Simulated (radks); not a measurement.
The nuclear charge of the krypton ion Kr2+ is varied continuously with 34 electrons held in [Ar] 3d10 4s2 4p4. All-electron calculation, Dirac Kohn-Sham, PBE, spin-unpolarised, spherical densities, finite nucleus; open shells fill j = l - 1/2 first; Fermi nuclear charge, rms radius 4.1884 fm. Program: a radial shooting solver on a logarithmic mesh with Libxc functionals. By the Hellmann-Feynman theorem dE/dZ = E(electron-nucleus)/Z, the electronic potential at the nucleus (averaged over a nucleus of fixed radius).

Z     E (hartree)  E(electron-nucleus)/Z (hartree)   HOMO  e(HOMO) (eV)  <r> HOMO (bohr)
35    -2606.12268                         -179.462  4p3/2       -17.233            1.976
35.5  -2696.71379                         -182.902  4p3/2       -23.651            1.853
36    -2789.02463                         -186.342  4p3/2       -30.656            1.749
36.5  -2883.05565                         -189.783  4p3/2       -38.220            1.660
37    -2978.80789                         -193.227  4p3/2       -46.323            1.582

The central difference of E at Z = 36 is -186.342 hartree, to compare with the third column; the second derivative is -6.88 hartree.
